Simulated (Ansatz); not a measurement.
System: H4SiNO (charge 0, doublet). SMILES: N[SiH2][O]
Structure (B3LYP-D3(BJ)/def2-TZVP (Ansatz, a first-principles code) minimum search):
```xyz
7

N      1.4594     0.0991    -0.1778
Si    -0.2381     0.1100    -0.3196
O     -1.1924    -0.3708     0.9490
H      1.9622     0.9023     0.1641
H      1.9871    -0.7506    -0.0554
H     -0.6255     1.4944    -0.6717
H     -0.6673    -0.9138    -1.3103
```
Charge 0, spin multiplicity 2.

Wanted: atomisation energy, in kcal/mol. Conventions: spin-orbit terms left out; atomisation electronic, to ground-state atoms; valence correlation only; dispersion terms only where a functional's name holds one; 6-31G* and kin with 6d, 5d where marked; non-relativistic; UHF or UKS for open shells. CBS(X,Y): correlation extrapolated as X^-3; Hartree-Fock from the larger set. First-principles rows: single points at B3LYP-D3(BJ) geometries (Ansatz).

| species | coefficient | E at PBE/6-31G* (Ansatz), Eh | E at PBE0/def2-TZVPD (Ansatz), Eh |
|---|---|---|---|
| N[SiH2][O] | -1 | -421.52308 | -421.66083 |
| H atom | +4 | -0.49743 | -0.50104 |
| N atom | +1 | -54.51279 | -54.54388 |
| O atom | +1 | -74.97380 | -75.01925 |
| Si atom | +1 | -289.20204 | -289.24952 |

Coupled cluster (Ansatz) is a level with limits of its own, used here on species with T1 under 0.025 (0.045 for open shells) and stable references: CCSD(T)/CBS(cc-pV(T+d)Z,cc-pV(Q+d)Z). Value to compare with, CCSD(T)/CBS(cc-pV(T+d)Z,cc-pV(Q+d)Z) (Ansatz): 538.0 kcal/mol. 1 Eh = 627.5095 kcal/mol.

Task: Work the quantity out at each level, and compare with CCSD(T)/CBS(cc-pV(T+d)Z,cc-pV(Q+d)Z) (Ansatz).

Result: 
- PBE/6-31G*: the sum of coefficient times E is 0.84473 Eh, or 530.08 kcal/mol. Result: 530.1 kcal/mol. Its difference against CCSD(T)/CBS(cc-pV(T+d)Z,cc-pV(Q+d)Z) (Ansatz) is -7.9 kcal/mol.
- PBE0/def2-TZVPD: the sum of coefficient times E is 0.84402 Eh, or 529.63 kcal/mol. Result: 529.6 kcal/mol. Its difference against CCSD(T)/CBS(cc-pV(T+d)Z,cc-pV(Q+d)Z) (Ansatz) is -8.4 kcal/mol.
